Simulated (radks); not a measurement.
Q: The mean radii <r> (bohr) of the occupied orbitals of an atom or ion are listed with their occupations. Calculated with a radial shooting solver on a logarithmic mesh with Libxc functionals: Dirac Kohn-Sham, PBEsol, spin-unpolarised, spherical densities, finite nucleus; Fermi nuclear charge, rms radius of each element as measured or else 0.836 A^(1/3) + 0.57 fm.

orbital  occ.      <r>
1s1/2       2  0.02666
2s1/2       2   0.1140
2p1/2       2  0.09604
2p3/2       4   0.1018
3s1/2       2   0.3019
3p1/2       2   0.2912
3p3/2       4   0.3022
3d3/2       4   0.2713
3d5/2       6   0.2747
4s1/2       2   0.6301

Name the element and its charge. Open shells, if any, fill j = l - 1/2 first.

A: Z = 54, xenon, charge +24: Xe24+ in [Ar] 3d10 4s2. The 1s radius gives Z: for a bare nucleus <r> = (2 gamma + 1)/(2Z) with gamma = sqrt(1 - (Z/c)^2), 0.02628 bohr for Z = 54, and screening makes it slightly larger (0.02666 here). The occupations add up to 30, and the charge is Z minus that.
